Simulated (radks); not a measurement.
Task: The mean radii <r> (bohr) of the occupied orbitals of an atom or ion are listed with their occupations. Calculated with a radial shooting solver on a logarithmic mesh with Libxc functionals: scalar-relativistic Kohn-Sham, BLYP, spin-polarised, spherical densities, finite nucleus; Fermi nuclear charge, rms radius of each element as measured or else 0.836 A^(1/3) + 0.57 fm.

orbital  occ.      <r>
1s up       1  0.02611
1s down     1  0.02611
2s up       1   0.1121
2s down     1   0.1121
2p up       3  0.09818
2p down     3  0.09817
3s up       1   0.2987
3s down     1   0.2987
3p up       3   0.2966
3p down     3   0.2965
3d up       5   0.2729
3d down     5   0.2728
4s up       1   0.6809
4s down     1   0.6813
4p up       3   0.7174
4p down     2   0.7183
4d up       5   0.7804
4d down     4   0.7826

Name the element and its charge. Open shells, if any, are filled with parallel spins first.

Result: Z = 55, caesium, charge +11: Cs11+ in [Ar] 3d10 4s2 4p5 4d9. The 1s radius gives Z: for a bare nucleus <r> = (2 gamma + 1)/(2Z) with gamma = sqrt(1 - (Z/c)^2), 0.02574 bohr for Z = 55, and screening makes it slightly larger (0.02611 here). The occupations add up to 44, and the charge is Z minus that.
